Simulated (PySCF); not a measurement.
**In²⁺ (indium, charge +2) across methods**

[Kr] 4d9 5s1 5p1, one real determinant (an excited configuration). Calculation: PySCF 2.14, in aug-cc-pV5Z-PP with ECP28MDF (8s8p6d4f3g2h, 139 functions); scalar relativity through the core potential.

| method | E (hartree) | mean ε 4d β (eV) | mean ε 5s α (eV) | mean ε 5p α (eV) | Σ⟨r²⟩ (bohr²) | ⟨S²⟩ |
| --- | --- | --- | --- | --- | --- | --- |
| PBE0 | -188.4629 | -44.174 | -28.398 | -20.384 | 34.53 | 3.751 |
| r2SCAN | -188.5287 | -42.110 | -27.564 | -19.638 | 34.40 | 3.751 |
| r2SCANh | -188.5175 | -43.090 | -28.022 | -20.036 | 34.40 | 3.751 |
| LDA | -188.1069 | -41.659 | -27.521 | -19.376 | 34.59 | 3.750 |
| revPBE | -188.5181 | -41.530 | -27.101 | -19.263 | 34.55 | 3.751 |
| UHF | -187.66831 | -50.790 | -31.318 | -23.190 | 34.80 | 3.751 |
| BP86 | -188.5606 | -41.714 | -27.344 | -19.393 | 34.48 | 3.751 |

Q: Estimate the same row for PBE.

A: E (hartree) = -188.4559; mean ε 4d β (eV) = -41.573; mean ε 5s α (eV) = -27.188; mean ε 5p α (eV) = -19.287; Σ⟨r²⟩ (bohr²) = 34.57; ⟨S²⟩ = 3.750.

⟨L²⟩ = 8.01 against 12 for a pure F term, so this real determinant mixes terms. Energies and moments cover only the electrons outside the core potential.
